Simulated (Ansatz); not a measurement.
C2H8InN (`C[CH2][InH][NH2]`). The species carries charge 0 and has multiplicity 1. In takes the def2 core potential. Geometry: relaxed with PBE0-D4/def2-TZVP. It is one conformer, not always the lowest.

```xyz
12

C     0.262   -1.514   -0.483
C    -0.270   -0.964    0.833
In   -0.402    1.188    0.873
N     0.226    2.040   -0.845
H     1.267   -1.144   -0.702
H    -0.373   -1.232   -1.327
H     0.316   -2.608   -0.473
H    -1.266   -1.361    1.051
H     0.363   -1.271    1.671
H    -0.931    2.307    2.063
H     0.241    3.031   -1.021
H     0.568    1.527   -1.640
```

(1) What is the dipole moment at PBE/def2-TZVPP? (An estimate is asked.)

(2) And with r2SCAN, B3LYP, ωB97M-V? (An estimate is asked.)

(3) Give the Mulliken charges with PBE, r2SCAN, ωB97M-V in def2-TZVPP. (An estimate is asked.)

Results:

(1) The calculation gave: 0.72 D, with components (0.17, -0.61, -0.34) D in this frame, pointing from negative to positive charge.

(2) Ansatz gave: r2SCAN 0.69 D, B3LYP 0.68 D, ωB97M-V 0.60 D.

(3) The calculation gave: 
```json
{"atom": "C1", "PBE": "-0.26", "r2SCAN": "-0.14", "ωB97M-V": "-0.34"}
{"atom": "C2", "PBE": "-0.38", "r2SCAN": "-0.33", "ωB97M-V": "-0.45"}
{"atom": "In3", "PBE": "0.56", "r2SCAN": "0.61", "ωB97M-V": "0.59"}
{"atom": "N4", "PBE": "-0.53", "r2SCAN": "-0.60", "ωB97M-V": "-0.52"}
{"atom": "H5", "PBE": "0.08", "r2SCAN": "0.04", "ωB97M-V": "0.11"}
{"atom": "H6", "PBE": "0.08", "r2SCAN": "0.05", "ωB97M-V": "0.11"}
{"atom": "H7", "PBE": "0.08", "r2SCAN": "0.04", "ωB97M-V": "0.11"}
{"atom": "H8", "PBE": "0.09", "r2SCAN": "0.06", "ωB97M-V": "0.12"}
{"atom": "H9", "PBE": "0.09", "r2SCAN": "0.06", "ωB97M-V": "0.12"}
{"atom": "H10", "PBE": "-0.12", "r2SCAN": "-0.13", "ωB97M-V": "-0.09"}
{"atom": "H11", "PBE": "0.15", "r2SCAN": "0.16", "ωB97M-V": "0.12"}
{"atom": "H12", "PBE": "0.15", "r2SCAN": "0.16", "ωB97M-V": "0.12"}
```

B3LYP here is the variant with VWN-RPA as its local correlation; programs differ in this.
